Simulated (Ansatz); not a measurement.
Cl₂OSe, SMILES `O=[Se](Cl)Cl`, one more setting.

```yaml
crystal:
  periodic: [false, false, false]
  atoms:
    - {symbol: O, position_ang: [1.449499, -0.722724, 0.201745]}
    - {symbol: Se, position_ang: [-0.129726, -0.575438, 0.319315]}
    - {symbol: Cl, position_ang: [-0.480759, 1.412887, 1.188699]}
    - {symbol: Cl, position_ang: [-0.839014, -0.114724, -1.709759]}
basis:
  gaussian: {orbitals: "6-31G*", point_charges: [{charge: 2.00, position_ang: [5.180, 0.343, -0.915]}]}
hamiltonian: {xc: {name: r2SCAN}, dispersion: d3bjatm}
accuracy: high
```

```sh
$ ansatz run in.yaml --threads 2 --pin off --events-out ev --progress --plain --max-ram 32768MiB --backend cpu
```

Shortened log:

```
Functional definition: r2SCAN
1662 factors; integrals over basis functions are off by at most 7.5e-9 eV
mean field evaluation 1: about -92421.0138 eV, gradient 6.8e1 eV
mean field evaluation 2: about -92282.9262 eV, gradient 2.0e2 eV
mean field evaluation 4: about -92427.7379 eV, gradient 2.8e1 eV
mean field evaluation 8: about -92429.9946 eV, gradient 5.8e-1 eV
mean field evaluation 16: about -92429.9953 eV, gradient 1.5e-4 eV
mean field -92429.99533124 eV, -3396.7396771222 hartree, gradient 4.6e-8 eV, S^2 0.000000; 0 other end points of the search recorded, 0 dependent functions left out
reference -92429.99533177 eV, -3396.7396771415 hartree; 38, 38 occupied and 50, 50 virtual orbitals, 1662 factors
Total energy: -92430.02812001 eV, -3396.7408820871 hartree
```

Hardware: 2 threads of an AMD EPYC 7R13 on a shared host. Wall time 5.5 s, peak host memory 0.36 GiB.
